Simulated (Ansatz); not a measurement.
Mulliken charges of BrH4InOSSi (`[SiH3][O][In]([SH])[Br]`) from ωB97M-V/def2-TZVPP in Ansatz (PBE0-D4/def2-TZVP geometry).

```
atom   x (Å)   y (Å)   z (Å)  charge (e)
 Si1  -0.622  -0.094   1.525       0.328
  O2   0.156   0.911   0.505      -0.550
 In3   0.810   0.762  -1.347       0.830
  S4   0.494  -1.251  -2.531      -0.292
 Br5   1.906   2.754  -2.219      -0.290
  H6   0.197  -0.336   2.742      -0.046
  H7  -1.933   0.484   1.925      -0.046
  H8  -0.883  -1.417   0.876      -0.071
  H9  -0.126  -1.814  -1.477       0.139
```

Q: By hand: the dipole of these point charges (1 e Å = 4.8032 D).

A: Σ q r = (-0.189, -0.491, 0.005) e Å, of length 0.526 e Å = 2.53 D.

Q: How does the dipole of the full density compare? (Best estimate.)

A: Ansatz gave: (-0.077, -0.247, -0.045) e Å, 1.26 D; the point charges give 2.01 times that, at 11° from its direction.

Point charges leave out the atoms' own dipoles, such as those of lone pairs, and Mulliken's split depends on the basis, so the two needn't agree.
